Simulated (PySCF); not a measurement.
Work out the structure from these simulated measurements.

Elements present: C, F, H and N. Monoisotopic mass: 99.0233 u.

| Property | Result |
| --- | --- |
| Rotational structure | rotational constants A, B, C: 6.353, 2.788, 1.938 GHz [PBE0-D3(BJ)/def2-SVP] |
| UV, strongest line | among the 10 lowest singlet transitions: S10 at 7.74 eV (160 nm, f = 0.287) [TDDFT CAM-B3LYP/def2-SVPD] |
| UV, first state | lowest singlet excitation: 3.70 eV (335 nm, f = 0.005) [TDDFT CAM-B3LYP/def2-SVPD] |
| Polarisability | 52.4 au [CAM-B3LYP/def2-SVPD] |
| 13C NMR | chemical shifts (computed TMS as zero) by class: 176.6 (1 C), 160.1 (1 C), 111.0 (1 C) ppm [GIAO B3LYP/pcSseg-2] |
| Couplings | largest of the computed one-bond spin–spin couplings (means over like bonds): 19F–13C -326.5, 13C–1H +197.1, 13C–1H +184.2, 13C–13C +72.9, 13C–13C +56.2, 15N–15N -30.8, 15N–15N -28.4, 15N–13C +11.3 Hz [B3LYP/pcJ-1] |
| Valence photoelectron | vertical ionisation energy: 10.16 eV [ΔSCF CAM-B3LYP/def2-SVPD] |
| 1H NMR | chemical shifts (computed TMS as zero) by class: 8.96 (1 H), 6.72 (1 H) ppm [GIAO B3LYP/pcSseg-2] |
| Dipole | 4.67 D [CAM-B3LYP/def2-SVPD] |

The electronic properties come from PySCF, for the isolated species, density fitting. Levels stand in brackets. Geometry: PBE0-D3(BJ)/def2-SVP; no solvent, vibrations or thermal averaging. NMR values are class means; diastereotopic atoms form classes of their own.

Question: Which formula fits the mass and the elements?

Answer: C3H2FN3 (calculated 99.0233). No other formula that holds each of these elements comes within 0.0003 u with a fitting electron parity and a possible valence count.

Question: Propose a structure and show how it fits.

Answer: Numbering: `[F:1][c:2]1[cH:3][cH:4][n:5][n:6][n:7]1`. Its formula, C3H2FN3, gives 4 degrees of unsaturation: 1 ring and 3 π bonds in the structure found (Kekulé form). 3 carbons fall into 3 classes; from least to most shielded: aromatic C–F carbon [C2] (176.6 ppm), aromatic CH next to a ring nitrogen [C4] (160.1 ppm), aromatic CH carbon [C3] (111.0 ppm). Hydrogen classes from least to most shielded: 1 H on an aromatic CH next to a ring nitrogen, C4 (8.96 ppm), 1 H on an aromatic CH carbon, C3 (6.72 ppm). The couplings run between: -326.5 Hz, aryl fluorine [F1] and aromatic C–F carbon [C2]; +197.1 Hz, aromatic CH next to a ring nitrogen [C4] and its hydrogen; +184.2 Hz, aromatic CH carbon [C3] and its hydrogen; +72.9 Hz, aromatic C–F carbon [C2] and aromatic CH carbon [C3]; +56.2 Hz, aromatic CH carbon [C3] and aromatic CH next to a ring nitrogen [C4]; -30.8 Hz, pyridine-type nitrogen [N6] and pyridine-type nitrogen [N7]; -28.4 Hz, pyridine-type nitrogen [N5] and pyridine-type nitrogen [N6]; +11.3 Hz, pyridine-type nitrogen [N5] and aromatic CH next to a ring nitrogen [C4]. S1 is mainly HOMO→LUMO (weight 0.97); the largest Löwdin shares of the orbital it empties are 0.46 on a pyridine-type nitrogen, 0.23 on a pyridine-type nitrogen, 0.17 on a pyridine-type nitrogen and 0.05 on the aromatic CH next to a ring nitrogen, of the orbital it fills 0.27 on a pyridine-type nitrogen, 0.22 on the aromatic CH carbon, 0.16 on a pyridine-type nitrogen and 0.13 on the aromatic CH next to a ring nitrogen. The optimised geometry has point group Cs and is an asymmetric top. Structure: `Fc1ccnnn1`. The assignments are read from this structure; whether some other isomer fits the data as well wasn't checked.
